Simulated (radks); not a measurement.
The numbers below are computed, except where a source is named.
The aluminium anion Al- inside a hard spherical wall (all orbitals vanish at R), configuration held at [Ne] 3s2 3p2 and not refilled when levels cross. Level of theory: scalar-relativistic Kohn-Sham, PBE, spin-polarised, spherical densities, point nucleus; open shells are filled with parallel spins first (a radial shooting solver on a logarithmic mesh with Libxc functionals). Eigenvalues in eV for spin up, with the zero of energy where the potential of the charges vanishes at infinity; a dash marks a level that is unbound or too diffuse for the functional's potential to be trusted. A positive occupied level is held by the wall or, in an anion where self-interaction has pushed it up, behind a barrier. The pressure on the wall is -dE/dV.

R (bohr)  E (hartree)  kinetic (hartree)    e(2s)    e(2p)   e(3s)   e(3p)  e(4s, empty)  e(4p, empty)  pressure (GPa)
15         -242.71300            243.157  -102.61  -64.094  -2.937   1.503         2.443         3.222         0.00745
12         -242.70913            243.168  -102.23  -63.715  -2.626   1.787         3.322         4.629          0.0360
10         -242.70178            243.191  -101.73  -63.214  -2.251   2.166         4.531         6.437           0.137
8          -242.67926            243.268  -100.67  -62.152  -1.532   2.985         7.195        10.059           0.738
7          -242.64942            243.374  -99.616  -61.099  -0.856   3.814         9.868        13.423            2.04
6          -242.58247            243.606  -97.786  -59.267   0.321   5.305        14.598        19.049            6.52
5          -242.41581            244.139  -94.478  -55.957   2.610   8.224        23.682        29.306            24.5
4          -241.94857            245.461  -88.356  -49.833   7.717  14.598        43.143        50.218             114
3.5        -241.41492            246.836  -83.460  -44.936  12.817  20.762        61.615        69.364             274
